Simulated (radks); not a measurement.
Species: F3+. Configuration: [He] 2p4 (not the ground configuration). All-electron calculation, non-relativistic Kohn-Sham, LDA (Slater exchange, Perdew-Wang correlation), spin-polarised, spherical densities, point nucleus; open shells are filled with parallel spins first. Program: a radial shooting solver on a logarithmic mesh with Libxc functionals.

Local quantities along the radius. ELF = 1/(1 + alpha^2) is the electron localisation function; alpha = (tau - tau_W)/tau_unif compares the Pauli kinetic energy density with that of the uniform gas (summed over spins); 4 pi r^2 rho is in e/bohr.

r (bohr),ELF,alpha,4 pi r^2 rho
0.006176,1.000,0.005785,0.1811
0.007543,1.000,0.005978,0.2637
0.009213,1.000,0.006223,0.3817
0.01125,1.000,0.006536,0.5490
0.01374,1.000,0.006940,0.7832
0.01679,1.000,0.007467,1.106
0.0205,1.000,0.008166,1.544
0.02525,1.000,0.009153,2.151
0.03083,1.000,0.01047,2.904
0.03766,1.000,0.01234,3.837
0.046,1.000,0.01508,4.937
0.05618,1.000,0.01925,6.154
0.06862,0.999,0.02592,7.381
0.08382,0.999,0.03716,8.455
0.1032,0.997,0.05851,9.187
0.126,0.990,0.09875,9.322
0.154,0.968,0.1824,8.799
0.188,0.883,0.3645,7.702
0.2297,0.641,0.7476,6.328
0.2805,0.344,1.379,5.098
0.3426,0.222,1.871,4.363
0.4218,0.264,1.671,4.213
0.5152,0.413,1.193,4.403
0.6293,0.556,0.8929,4.490
0.7686,0.624,0.7765,4.140
0.9388,0.621,0.7810,3.293
1.147,0.551,0.9025,2.181
1.401,0.404,1.216,1.158
1.724,0.199,2.009,0.4514
2.106,0.057,4.078,0.1308
2.572,0.008,10.80,0.02551
3.142,0.001,39.44,0.003084

On this mesh the ELF has minima near r = 0.34 bohr, which separate the shells, and maxima near 0.85 (0.63).

Self-consistent cycle (total energy in hartree, residual of the potential): 1: -93.023158, 3e+00; 2: -93.318184, 2e+00; 3: -93.509965, 6e-02; 4: -93.510489, 5e-02; 5: -93.510602, 2e-03; 6: -93.510603, 9e-05; 7: -93.510603, 3e-05; 8: -93.510603, 2e-06; 9: -93.510603, 8e-07; 10: -93.510603, 4e-07; 11: -93.510603, 3e-07; 12: -93.510603, 8e-10.
